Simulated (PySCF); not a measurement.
Radial density of Pt(47+) (platinum, charge +47)

BLYP, [Ar] 3d10 4s2 4p1, 2P determinant. Computed with PySCF 2.14 in an uncontracted even-tempered set (17 s from 5.4 bohr⁻², ratio 2.5; 11 p from 7 bohr⁻², ratio 2.5; 8 d from 12 bohr⁻², ratio 2.5; 4 f from 35 bohr⁻², ratio 2.7; 4 g from 52 bohr⁻², ratio 2.7), with no relativity, point nucleus.

```json
{"r (bohr)": "0.000361", "4πr²ρ (e/bohr)": "0.5297", "4πr²(ρα − ρβ)": "0.0000"}
{"r (bohr)": "0.000608", "4πr²ρ (e/bohr)": "1.442", "4πr²(ρα − ρβ)": "0.0000"}
{"r (bohr)": "0.00102", "4πr²ρ (e/bohr)": "3.824", "4πr²(ρα − ρβ)": "0.0000"}
{"r (bohr)": "0.00172", "4πr²ρ (e/bohr)": "9.705", "4πr²(ρα − ρβ)": "0.0000"}
{"r (bohr)": "0.00289", "4πr²ρ (e/bohr)": "22.87", "4πr²(ρα − ρβ)": "0.0003"}
{"r (bohr)": "0.00487", "4πr²ρ (e/bohr)": "47.61", "4πr²(ρα − ρβ)": "0.0030"}
{"r (bohr)": "0.00818", "4πr²ρ (e/bohr)": "80.82", "4πr²(ρα − ρβ)": "0.0207"}
{"r (bohr)": "0.0138", "4πr²ρ (e/bohr)": "100.2", "4πr²(ρα − ρβ)": "0.1085"}
{"r (bohr)": "0.0232", "4πr²ρ (e/bohr)": "91.46", "4πr²(ρα − ρβ)": "0.3951"}
{"r (bohr)": "0.0389", "4πr²ρ (e/bohr)": "110.6", "4πr²(ρα − ρβ)": "0.7328"}
{"r (bohr)": "0.0655", "4πr²ρ (e/bohr)": "135.2", "4πr²(ρα − ρβ)": "0.1693"}
{"r (bohr)": "0.110", "4πr²ρ (e/bohr)": "105.5", "4πr²(ρα − ρβ)": "0.7429"}
{"r (bohr)": "0.185", "4πr²ρ (e/bohr)": "107.4", "4πr²(ρα − ρβ)": "0.6590"}
{"r (bohr)": "0.312", "4πr²ρ (e/bohr)": "24.45", "4πr²(ρα − ρβ)": "2.3960"}
{"r (bohr)": "0.524", "4πr²ρ (e/bohr)": "5.500", "4πr²(ρα − ρβ)": "1.8005"}
{"r (bohr)": "0.882", "4πr²ρ (e/bohr)": "0.05538", "4πr²(ρα − ρβ)": "0.0119"}
```

A non-relativistic calculation at this Z misses sizeable relativistic shifts. Spin-orbit coupling, absent here, splits the open shell strongly.
